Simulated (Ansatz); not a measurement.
Method: frozen-core CCSD(T)/cc-pVDZ // PBE-D3(BJ)/def2-SVP (Ansatz, a quantum-chemistry and plane-wave program). The restricted HF reference is unstable towards unrestricted orbitals.

Ansatz 0.2 input:
```yaml
crystal:
  periodic: [false, false, false]
  atoms:
    - { symbol: B, position_ang: [0.268808, 2.983987, -0.619932] }
    - { symbol: C, position_ang: [-0.01512, 1.497575, -0.290763] }
    - { symbol: C, position_ang: [-1.338003, 1.099141, -0.042644] }
    - { symbol: C, position_ang: [-1.717651, -0.24078, 0.267522] }
    - { symbol: Si, position_ang: [-3.526928, -0.683144, 0.587317] }
    - { symbol: C, position_ang: [-0.711183, -1.204884, 0.326381] }
    - { symbol: C, position_ang: [0.654612, -0.8769, 0.087087] }
    - { symbol: C, position_ang: [1.690529, -1.851641, 0.144704] }
    - { symbol: C, position_ang: [2.996975, -1.463772, -0.098195] }
    - { symbol: C, position_ang: [3.248315, -0.095731, -0.397365] }
    - { symbol: N, position_ang: [2.31276, 0.839369, -0.460274] }
    - { symbol: C, position_ang: [1.018106, 0.484524, -0.225316] }
    - { symbol: H, position_ang: [-0.680427, 3.749097, -0.644275] }
    - { symbol: H, position_ang: [1.382546, 3.400068, -0.849193] }
    - { symbol: H, position_ang: [-2.118124, 1.87743, -0.094664] }
    - { symbol: H, position_ang: [-4.371267, -0.350781, -0.61379] }
    - { symbol: H, position_ang: [-3.626936, -2.155825, 0.876963] }
    - { symbol: H, position_ang: [-4.061094, 0.094375, 1.760571] }
    - { symbol: H, position_ang: [-0.955966, -2.254595, 0.562647] }
    - { symbol: H, position_ang: [1.436618, -2.897326, 0.381421] }
    - { symbol: H, position_ang: [3.827734, -2.18401, -0.063945] }
    - { symbol: H, position_ang: [4.285697, 0.233822, -0.594259] }
basis:
  gaussian: { orbitals: cc-pVDZ }
correlation:
  method: ccsd_t
```

Output:

```
Functional definition: HF
2071 factors; integrals over basis functions are off by at most 1.0e-3 eV
mean field evaluation 1: about -19442.4704 eV, gradient 3.9e1 eV
mean field evaluation 2: about -19443.0135 eV, gradient 3.9e1 eV
mean field evaluation 4: about -19448.4193 eV, gradient 7.1e0 eV
mean field evaluation 8: about -19448.5623 eV, gradient 3.5e-1 eV
mean field evaluation 16: about -19442.4697 eV, gradient 3.9e1 eV
mean field -19448.56357842 eV, -714.7215287972 hartree, gradient 2.3e-6 eV, S^2 0.000000; 0 other end points of the search recorded, 0 dependent functions left out; unrestricted orbitals would lower it
16 core orbitals not correlated
reference -19448.56357842 eV, -714.7215287972 hartree; 29, 29 occupied and 177, 177 virtual orbitals, 2071 factors
second order -40.97328415 eV of doubles, -0.00000000 eV of singles
cycle   1  -41.25066887 eV  change   -2.8e-1 eV  update   1.8e-1
cycle   2  -42.60095103 eV  change    -1.4e0 eV  update   5.8e-2
cycle   3  -42.91565240 eV  change   -3.1e-1 eV  update   2.7e-2
cycle   4  -42.91512359 eV  change    5.3e-4 eV  update   8.3e-3
cycle   5  -42.91584117 eV  change   -7.2e-4 eV  update   5.0e-3
cycle   6  -42.91793320 eV  change   -2.1e-3 eV  update   1.6e-3
cycle   7  -42.91731842 eV  change    6.1e-4 eV  update   9.1e-4
cycle   8  -42.91717760 eV  change    1.4e-4 eV  update   3.3e-4
cycle   9  -42.91725933 eV  change   -8.2e-5 eV  update   1.6e-4
cycle  10  -42.91723588 eV  change    2.3e-5 eV  update   4.9e-5
perturbative correction -2.01862682 eV, -0.0741831673 hartree
Total energy: -19493.49944112 eV, -716.3728912928 hartree
```

Cost: about 24 core-minutes (a rough figure).
